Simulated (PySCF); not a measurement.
Compound: C₃H₇Al.
Z-matrix (Å and degrees, PBE0-D3(BJ)/def2-SVP geometry), rows numbered from 1:
```
C 
C   1  1.3441
Al  2  1.9515  1  120.94
C   3  1.9597  2  118.44  1     0.21
H   1  1.0980  2  121.80  3    -0.09
H   1  1.0983  2  123.09  3   179.88
H   2  1.0998  1  116.22  3  -179.88
H   3  1.5947  2  119.88  1  -179.73
H   4  1.1038  3  111.20  2    59.01
H   4  1.1009  3  112.80  2   179.97
H   4  1.1039  3  111.16  2   -59.13
```

The closed-shell ground state was solved at several levels (PySCF, density fitting, gas phase, non-relativistic).

```json
{"level": "PBE0/pcSseg-1", "basis functions": "110", "HOMO (eV)": "-7.88", "LUMO (eV)": "-1.42", "gap (eV)": "6.46", "dipole (D)": "0.83"}
{"level": "B3LYP/def2-SVPD", "basis functions": "140", "HOMO (eV)": "-7.65", "LUMO (eV)": "-1.63", "gap (eV)": "6.02", "dipole (D)": "0.76"}
```

(1) Estimate the row for wB97X-D/pcSseg-2, a basis of 249 functions; the other rows only guide the guess.

(2) Over all these levels, which gives the widest orbital gap and which the narrowest?

(3) How far do the dipole and the HOMO energy spread over the levels?

Answers

(1) HOMO -9.73 eV, LUMO 0.24 eV, gap 9.97 eV, dipole 0.76 D.

(2) wB97X-D/pcSseg-2 (range-separated hybrid) has the widest, 9.97 eV, and B3LYP/def2-SVPD (global hybrid, 20 % exact exchange) the narrowest, 6.02 eV. Functional and basis both differ between the two, so the spread mixes both effects.

(3) The dipole runs from 0.76 to 0.83 D (mean 0.78 D) and the HOMO from -9.73 to -7.65 eV.

One conformer stands for the species.
